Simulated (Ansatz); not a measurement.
Basis sets compared for In₈N₈H₂₂, a nanocrystal cut from wurtzite InN (hydrogen-capped). The state is a singlet with charge 0. Geometry PBE-D4/def2-SVP. Ansatz on 2 threads of AMD EPYC 7R13 on a shared host and a share (18 GiB) of an NVIDIA H100 80GB HBM3; times are rough, and most runs start from earlier orbitals.

```
atom   x (Å)   y (Å)   z (Å)
 In1  -0.338   2.967   2.925
  N2  -2.099   1.540   2.900
  N3   0.658   2.137   1.105
 In4   1.312   0.070   1.428
 In5  -2.392   0.064   1.243
  N6  -0.545  -1.106   1.300
  N7   2.419  -0.478  -0.383
 In8   3.343  -2.502  -0.187
 In9  -0.588  -2.616  -0.281
 N10   1.389  -3.641  -0.044
In11  -0.522   2.617  -0.653
 N12  -2.157   1.184  -0.598
 N13   0.704   1.807  -2.344
In14   1.446  -0.307  -2.316
In15  -2.242  -0.137  -2.413
 N16  -0.416  -1.401  -2.068
 H17   0.590   2.520   4.330
 H18  -1.040   4.507   2.496
 H19  -2.088   1.008   3.785
 H20  -2.959   2.106   2.962
 H21   1.532   2.686   1.025
 H22   2.160  -0.210   2.925
 H23  -3.880  -0.802   1.504
 H24  -0.589  -1.639   2.185
 H25   3.228   0.167  -0.408
 H26   4.067  -2.642   1.392
 H27   3.979  -2.954  -1.749
 H28  -1.861  -3.802  -0.203
 H29   1.373  -4.129   0.865
 H30   1.423  -4.406  -0.736
 H31  -0.926   4.281  -0.963
 H32  -3.022   1.743  -0.694
 H33   1.500   2.440  -2.515
 H34   0.114   1.890  -3.189
 H35   2.376  -0.623  -3.753
 H36  -3.635  -1.176  -2.236
 H37  -1.853   0.901  -3.779
 H38  -0.458  -2.066  -2.860
```

In the def2 sets In takes a core potential; there is no spin–orbit coupling. Single mean-field runs in def2-SVP, def2-TZVP are fitted with def2-universal-jkfit.

Binding counts from free atoms (In doublet, N quartet, H doublet) in the same basis, without a counterpoise term.

```
           level  functions  energy (Eh)  HOMO (eV)  LUMO (eV)  binding per atom (eV)  wall time
 PBE-D4/def2-SVP        430   -1971.7215      -5.99      -1.77                   2.95      4.4 s
PBE0-D4/def2-SVP        430   -1971.7574      -7.19      -0.91                   2.90      5.5 s
```

Q: Estimate the rows for PBE-D4/def2-TZVP (with forces), PBE0-D4/def2-TZVP (with forces).

A: 
| level | functions | energy (Eh) | HOMO (eV) | LUMO (eV) | binding per atom (eV) | wall time |
| --- | --- | --- | --- | --- | --- | --- |
| PBE-D4/def2-TZVP (with forces) | 780 | -1972.3139 | -6.05 | -2.04 | 2.95 | 10 s |
| PBE0-D4/def2-TZVP (with forces) | 780 | -1972.3332 | -7.22 | -1.20 | 2.90 | 13 s |
